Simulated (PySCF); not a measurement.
## Partial charges of `C/C(=C/[SiH3])C(Cl)Cl`

Compound: C4H8Cl2Si.
Numbering: `[CH3:1]/[C:2](=[CH:3]/[SiH3:4])[CH:5]([Cl:6])[Cl:7]` (hydrogens: H8, H9, H10 on C1; H11 on C3; H12, H13, H14 on Si4; H15 on C5)

Geometry (GFN2-xTB, Å), atoms numbered from 1 in this order:
```xyz
15
C4H8Cl2Si angstrom
C     -1.755   -0.805   -0.727
C     -0.509   -0.182   -0.178
C      0.698   -0.738   -0.267
Si     2.338   -0.062    0.370
C     -0.691    1.142    0.487
Cl    -1.839    1.030    1.849
Cl    -1.292    2.357   -0.677
H     -1.532   -1.746   -1.221
H     -2.225   -0.131   -1.441
H     -2.470   -0.987    0.075
H      0.744   -1.697   -0.769
H      2.629    1.235   -0.248
H      2.287    0.085    1.826
H      3.372   -1.028    0.004
H      0.242    1.535    0.894
```

Density: PBE0/pcSseg-1 (PySCF); schemes: Mulliken, IAO, Hirshfeld and ESP-fitted. Isolated species at its GFN2-xTB geometry (one conformer only).

Question: Give the atomic charges in each scheme.

Answer: In e; atoms taken as equivalent share a row and are averaged (×n: the atom named and its like, n in all):

```csv
atom,environment,Mulliken,IAO,Hirshfeld,ESP-fitted
C1,allylic carbon,-0.107,-0.433,-0.129,-0.523
C2,fully substituted alkene carbon,-0.276,+0.040,+0.003,+0.302
C3,alkene CH carbon,-0.303,-0.432,-0.140,-0.337
Si4,SiH3 silicon,+0.496,+0.582,+0.309,+0.374
C5,CHCl2 carbon,-0.240,-0.092,+0.037,-0.573
Cl6/Cl7,alkyl chlorine,-0.049,-0.071,-0.041,+0.004
H8/H9/H10,methyl hydrogen,+0.134,+0.159,+0.041,+0.170
H11,vinylic hydrogen,+0.116,+0.158,+0.047,+0.163
H12/H13/H14,Si–H hydrogen,-0.069,-0.111,-0.073,-0.086
H15,methine hydrogen,+0.217,+0.177,+0.047,+0.336
```

Mean size of the charges over all atoms: ESP-fitted 0.226 e, IAO 0.191 e, Mulliken 0.164 e, Hirshfeld 0.076 e. Each set sums to the total charge, 0, to within 0.001 e. The Mulliken scheme counts on each atom the diagonal of the density matrix times the overlap matrix over that atom's basis functions.

Some averages cover members that differ in this geometry: H8/H9/H10, ESP-fitted +0.150 to +0.181; H8/H9/H10, Mulliken +0.117 to +0.144 e.

Lowest charge. The schemes don't all agree: Mulliken C3 (-0.303); IAO C1 (-0.433); Hirshfeld C3 (-0.140); ESP-fitted C5 (-0.573).

Highest charge. All schemes agree: Mulliken Si4 (+0.496); IAO Si4 (+0.582); Hirshfeld Si4 (+0.309); ESP-fitted Si4 (+0.374).

Question: How closely do the schemes follow one another over all atoms?

Answer: Correlation coefficient and root-mean-square difference: IAO with Hirshfeld 0.94, 0.152 e; Mulliken with IAO 0.84, 0.133 e; IAO with ESP-fitted 0.82, 0.163 e; Mulliken with Hirshfeld 0.79, 0.136 e; Mulliken with ESP-fitted 0.67, 0.210 e; Hirshfeld with ESP-fitted 0.62, 0.233 e.

Question: How many electrons does the ESP-fitted scheme count on Cl6?

Answer: Its own charge is +0.005 e, so Z − q = 16.995.

These values come from a run that also computed NMR shieldings. Time: 50 s wall; peak memory 0.82 GiB. Hardware: an Arm Neoverse N1 with one thread, shared host.
